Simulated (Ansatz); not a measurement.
Geometry optimisation, Ansatz, RKS PBE/def2-SVP.

Input file:

```yaml
crystal:
  periodic: [false, false, false]
  atoms:
    - { symbol: C, position_ang: [-1.7194, 0.0963, -0.1918] }
    - { symbol: C, position_ang: [-0.6008, 0.4664, 0.6766] }
    - { symbol: C, position_ang: [0.6123, 0.0068, 0.44] }
    - { symbol: C, position_ang: [1.05, -0.8798, -0.7113] }
    - { symbol: Se, position_ang: [2.0568, 0.5003, 1.6479] }
    - { symbol: H, position_ang: [-2.6796, 0.6561, 0.1852] }
    - { symbol: H, position_ang: [-1.5549, 0.5042, -1.233] }
    - { symbol: H, position_ang: [-1.9037, -0.938, -0.2219] }
    - { symbol: H, position_ang: [-0.7679, 1.1307, 1.5763] }
    - { symbol: H, position_ang: [0.7506, -0.3727, -1.6402] }
    - { symbol: H, position_ang: [0.3787, -1.8302, -0.6221] }
    - { symbol: H, position_ang: [2.0741, -1.1423, -0.6819] }
    - { symbol: H, position_ang: [2.3242, 1.7675, 0.7909] }
basis:
  gaussian: { orbitals: def2-SVP }
hamiltonian:
  xc: pbe
relax:
  f_tol: 0.02
  max_steps: 50
output:
  orbitals: {}
```

Run as:

```bash
$ ansatz run input.yaml --threads 2 --pin off --max-ram 3072MiB --backend cpu --events-out ev --progress --plain --runs-dir out
```

Q: Where does it end, and by what steps?

A: The forces met the threshold. The force dipped under the threshold on the way, but the program's further checks kept it going. After 40 steps the energy has fallen by 0.624 eV; H12 moved furthest, 1.26 Å.

```
step  energy less start (eV)  largest force component (eV/Å)  accepted
   0                  0.0000                           3.694       yes
   2                 -0.4625                           0.204       yes
   4                 -0.4820                           0.110       yes
   6                 -0.5150                           0.167       yes
   8                 -0.5301                           0.136       yes
  10                 -0.5356                           0.042       yes
  12                 -0.5362                           0.019       yes
  14                 -0.5371                           0.024       yes
  16                 -0.5397                           0.104       yes
  18                 -0.5178                           0.275        no
  20                 -0.5555                           0.252       yes
  22                 -0.5721                           0.073       yes
  24                 -0.5679                           0.490        no
  26                 -0.5805                           0.225       yes
  28                 -0.5983                           0.126       yes
  30                 -0.5869                           0.635        no
  32                 -0.6165                           0.146       yes
  34                 -0.6197                           0.137       yes
  36                 -0.6222                           0.060       yes
  38                 -0.6236                           0.032       yes
  40                 -0.6239                           0.003       yes
```

```xyz
13
Properties=species:S:1:pos:R:3
C -1.905 0.120 -0.199
C -0.719 0.415 0.673
C 0.574 0.083 0.437
C 1.119 -0.614 -0.777
Se 1.840 0.409 1.866
H -2.425 1.057 -0.491
H -1.644 -0.426 -1.125
H -2.656 -0.490 0.351
H -0.942 0.953 1.611
H 0.340 -0.774 -1.549
H 1.557 -1.599 -0.510
H 1.936 -0.021 -1.242
H 2.946 0.853 0.972
```

Whether the end is a true minimum wasn't checked by a vibrational analysis.

The run took 3.1 min on 2 threads of Arm Neoverse N1 (shared host), peak memory 0.18 GiB.
